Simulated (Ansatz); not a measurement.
Single points on the cluster BeF₂⁺.

```yaml
crystal:
  periodic: [false, false, false]
  atoms:
    - {symbol: Be, position_ang: [-1.091588, 0.578328, 0.696494]}
    - {symbol: F, position_ang: [1.478522, -0.188345, -0.327913]}
    - {symbol: F, position_ang: [-0.386943, -0.389973, -0.368581]}
basis:
  gaussian: {orbitals: def2-TZVP, initial_orbitals: start.molden}
total_charge: 1
magnetization: {spin_polarized: true, initial_magnetization: 3}
hamiltonian: {xc: hse06, dispersion: d4}
scf: {omitted_lower_state_checks: [starts]}
output: {orbitals: {seedname: orbitals}}
```

The file start.molden holds the orbitals of an earlier run on this structure, at another level or in another basis.

```sh
$ ansatz run in.yaml --threads 4 --pin off --events-out ev --progress --plain --max-ram 3916MiB
```

Shortened log:

```
Functional definition: HSE06
453 factors; their error is unknown
44 factors; integrals over basis functions are off by at most 5.2e-6 eV
mean field evaluation 1: about -5814.8587 eV, gradient 1.8e-1 eV
mean field evaluation 2: about -5814.8588 eV, gradient 3.1e-4 eV
mean field evaluation 4: about -5814.8862 eV, gradient 1.8e-5 eV
mean field evaluation 8: about -5814.8862 eV, gradient 2.7e-5 eV
mean field -5814.88623847 eV, -213.6931277924 hartree, gradient 4.8e-6 eV, S^2 3.756958; 0 other end points of the search recorded, 0 dependent functions left out
reference -5814.88627776 eV, -213.6931292362 hartree; 12, 9 occupied and 69, 72 virtual orbitals, 453 factors
Total energy: -5814.90162883 eV, -213.6936933777 hartree
Checks for a lower state left out: starts
```

Hardware: 4 threads of Arm Neoverse N1 on a shared host. Wall time 1.8 s.

First input, but with `hamiltonian: {xc: {text: "exchange = 0.85*pbe_x + 0.15*exact_x\ncorrelation = pbe_c"}}` (abridged; 1.7 s):

```
Functional definition: unnamed
mean field -5815.14060602 eV, -213.7024756272 hartree, gradient 8.4e-7 eV, S^2 3.755529
Total energy: -5815.14064067 eV, -213.7024769008 hartree
Checks for a lower state left out: starts
```

As the first input, with `hamiltonian: {xc: {name: BHLYP}, dispersion: d4}` (abridged; 1.8 s):

```
Functional definition: BHLYP
mean field -5819.11174991 eV, -213.8484124737 hartree, gradient 1.9e-6 eV, S^2 3.761361
Total energy: -5819.13453340 eV, -213.8492497515 hartree
Checks for a lower state left out: starts
```

First input, but with `hamiltonian: {xc: {name: wB97X-V}}` (abridged; 6 s):

```
Functional definition: wB97X-V
mean field -5818.82523130 eV, -213.8378831087 hartree, gradient 9.3e-6 eV, S^2 3.756584
Total energy: -5818.82523277 eV, -213.8378831629 hartree
Checks for a lower state left out: starts
```

First input, but with `gaussian: {orbitals: def2-TZVPP, initial_orbitals: start.molden}`, `correlation: {method: ccsd_t}`, `scf: {omitted_lower_state_checks: [starts, cluster_reference]}` and without the key `hamiltonian` (abridged; 3.8 s):

```
Functional definition: HF
mean field -5798.54264853 eV, -213.0925119401 hartree, gradient 2.2e-6 eV, S^2 3.764131
2 core orbitals not correlated: weight in the atoms' cores, before any rotation towards them, 1.000 or more for the frozen orbitals, at most 0.000 for the correlated occupied ones
second order -12.01484815 eV of doubles, -0.00000000 eV of singles
cycle   1  -12.50117788 eV  change   -4.9e-1 eV  update   8.0e-2
cycle   2  -12.77207801 eV  change   -2.7e-1 eV  update   3.0e-2
cycle   3  -12.88035774 eV  change   -1.1e-1 eV  update   3.3e-2
cycle   4  -12.92046115 eV  change   -4.0e-2 eV  update   2.2e-2
cycle   5  -12.93780789 eV  change   -1.7e-2 eV  update   1.0e-2
cycle   6  -12.95264952 eV  change   -1.5e-2 eV  update   4.6e-3
cycle   7  -12.95486043 eV  change   -2.2e-3 eV  update   3.0e-3
cycle   8  -12.95679050 eV  change   -1.9e-3 eV  update   2.2e-3
cycle   9  -12.95817747 eV  change   -1.4e-3 eV  update   1.3e-3
cycle  10  -12.95884322 eV  change   -6.7e-4 eV  update   5.7e-4
cycle  11  -12.95921622 eV  change   -3.7e-4 eV  update   3.2e-4
cycle  12  -12.95949109 eV  change   -2.7e-4 eV  update   2.2e-4
cycle  13  -12.95939349 eV  change    9.8e-5 eV  update   1.6e-4
cycle  14  -12.95936313 eV  change    3.0e-5 eV  update   1.0e-4
cycle  15  -12.95921974 eV  change    1.4e-4 eV  update   6.9e-5
cycle  16  -12.95915825 eV  change    6.1e-5 eV  update   4.4e-5
cycle  17  -12.95918009 eV  change   -2.2e-5 eV  update   2.2e-5
cycle  18  -12.95919957 eV  change   -1.9e-5 eV  update   9.9e-6
cycle  19  -12.95920738 eV  change   -7.8e-6 eV  update   5.0e-6
perturbative correction -0.30860900 eV, -0.0113411715 hartree
Total energy: -5811.81046491 eV, -213.5800951987 hartree
Checks for a lower state left out: starts, cluster_reference
```

As the first input, with `correlation: {method: mp2}` and without the key `hamiltonian` (abridged; 0.55 s):

```
Functional definition: HF
mean field -5798.54264853 eV, -213.0925119401 hartree, gradient 2.2e-6 eV, S^2 3.764131
2 core orbitals not correlated: weight in the atoms' cores, before any rotation towards them, 1.000 or more for the frozen orbitals, at most 0.000 for the correlated occupied ones
second order -12.01484815 eV of doubles, -0.00000000 eV of singles
Total energy: -5810.55749668 eV, -213.5340494656 hartree
Checks for a lower state left out: starts
```

As the first input, with `gaussian: {orbitals: STO-3G}`, `hamiltonian: {xc: hf}` (abridged; 0.15 s):

```
Functional definition: HF
mean field evaluation 16: about -5718.4973 eV, gradient 3.2e-5 eV
mean field -5718.49733868 eV, -210.1509010599 hartree, gradient 6.8e-6 eV, S^2 3.753347
Total energy: -5718.49733868 eV, -210.1509010599 hartree
Checks for a lower state left out: starts
```

Geometry: r2SCAN-D4/def2-TZVP.

HSE06 is defined as in plane-wave codes, on full-range PBE exchange. Correlated methods freeze 2 core orbitals. In the quartet geometry the species has come apart into loosely held pieces. In the quartet, F2 and F3 lie 1.88 Å apart (atoms count from 1), so these atoms are partly bonded to each other. At PBE0-D4/def2-TZVP a doublet of charge 1 lies 6.02 eV below the quartet, each at its own geometry. The structure comes from a short search, and lower isomers may exist.
